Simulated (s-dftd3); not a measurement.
singlet methylene (CH2), singlet, geometry from GFN2-xTB; s-dftd3 with D3(zero) for hf.

Input for s-dftd3:
```
$ s-dftd3 mol.xyz --zero hf --json dftd3.json --noedisp --grad

# file mol.xyz
3

C      0.00403916     0.00124078     0.16463541
H      0.00029648     0.87790816    -0.50085524
H     -0.02453143    -0.88535285    -0.48695721
```

The log (banner, timings and long lists left out):

```
-----------------------------------
 s i m p l e   D F T - D 3  v1.4.0
-----------------------------------

Zero (Chai-Head-Gordon) damping: hf-D3(0)
--------------------
  s6         1.0000
  s8         1.7460
  s9         0.0000
 rs6         1.1580
 rs8         1.0000
 alp        14.0000
--------------------

Dispersion energy:      -2.6863519953769E-05 Eh

Gradient norm:           8.9478531852878E-05 Eh/a0
--------------------------------------------------
     #    Z           dE/dx      dE/dy      dE/dz
--------------------------------------------------
     1    6 C    -5.560E-08 -1.708E-08 -2.266E-06
     2    1 H    -8.626E-07 -6.322E-05  1.632E-06
     3    1 H     9.182E-07  6.324E-05  6.347E-07
--------------------------------------------------

Virial:
--------------------------------------------------
      component           x          y          z
--------------------------------------------------
          x      -4.347E-08 -2.967E-06 -4.581E-08
          y      -2.967E-06 -2.107E-04  1.639E-06
          z      -4.581E-08  1.639E-06 -2.833E-06
--------------------------------------------------

[Info] JSON dump of results written to 'dftd3.json'
```
